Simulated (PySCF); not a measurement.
Distorted geometries of [Dy(H2O)]3+

[Dy(H2O)]3+ (singlet in the valence; each metal's 4f electrons, 9 of them, lie in its core potential, out of spins and levels). PySCF 2.14.0, RKS PBE, Dy lcecp-1-SVP with ECP55, O def2-SVP, H def2-SVP; non-relativistic Hamiltonian with scalar-relativistic core potentials where named; density fitting; no spin-orbit coupling. Relaxed geometry:

```xyz
4

Dy    0.0000    0.0000   -0.0707
O     0.0000    0.0000    2.1069
H     0.7902    0.0000    2.7455
H    -0.7902    0.0000    2.7455
```

**Question.** Order these distorted geometries by energy above the relaxed one, lowest first.
A.
```xyz
4

Dy   -0.0387    0.0189   -0.0745
O    -0.0437    0.0838    2.2827
H     0.7135   -0.0526    2.7241
H    -0.6311   -0.0501    2.5949
```
B.
```xyz
4

Dy   -0.0019    0.0207   -0.0924
O     0.0930   -0.0456    2.1491
H     0.7192    0.0016    2.8090
H    -0.8102    0.0233    2.6616
```
C.
```xyz
4

Dy    0.0410   -0.2862    0.0130
O    -0.1107    0.0747    2.1775
H     0.6927    0.1634    2.6269
H    -0.6230    0.0480    2.7098
```

**Answer.** B (0.36 eV), C (3.20 eV), A (5.81 eV).

**Question.** Which forces (eV/Å) act in the one that lies 5.81 eV up?

**Answer.** 
```
Dy   -0.05   0.19   0.77
O    34.89   9.76 -27.63
H     5.58  -0.89   4.27
H   -40.41  -9.06  22.59
```
Forces carry noise of the integration grid, about 0.01 to 0.03 eV/Å.

An lcecp potential fixes the number of 4f electrons, so in runs with it no electron can move into or out of that shell.
